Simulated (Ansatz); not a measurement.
Consider the redistribution: `O=C=[N][GeH]([Cl])[Cl]` + `[OH][Al]([F])[Cl]` → `[OH][GeH]([Cl])[Cl]` + `O=C=[N][Al]([F])[Cl]`.

Computed with Ansatz on PBE0-D4/def2-TZVP structures; ΔE is electronic, products minus reactants. CCSD(T)/CBS adds triple-zeta CCSD(T) − MP2 to the extrapolated MP2 energy (def2 sets, frozen cores). This one scheme is used for every species. Functionals use def2-TZVPP. For Ge outer-core shells are correlated without core-valence functions, which leaves a few kJ/mol of doubt a bond. Scalar relativity is left out up to krypton. One conformer a species, not always the lowest.

| level | ΔE (eV) |
| --- | --- |
| B2PLYP | 0.00 |
| r2SCAN0 | -0.03 |
| BHLYP | -0.04 |
| CAM-B3LYP | -0.03 |
| HF/def2-SVP | -0.15 |
| CCSD(T)/def2-SVP | -0.07 |
| HF/def2-QZVPP | -0.06 |
| SCS-MP2/def2-QZVPP | 0.04 |

**Question.** What does CCSD(T)/CBS give? (An estimate is asked.)

**Answer.** The calculation gave: +0.03 eV. The listed levels differ from it by -0.03, -0.06, -0.07, -0.06, -0.18, -0.10, -0.09, 0.01 eV.

Largest T1 diagnostic among the species: 0.014.

At CCSD(T), def2-SVP lies −0.10 eV from the extrapolated value and def2-TZVPP +0.00 eV. In def2-TZVPP, CCSD(T) changes the Hartree–Fock value by +0.09 eV (the triples alone add +0.01 eV) and MP2 by +0.11 eV. Leaving LDA and LC-ωPBE aside and taking each functional with its dispersion term where it has one, the values, not all of them listed here, spread over 0.06 eV, from B97M-V to revPBE-D4.
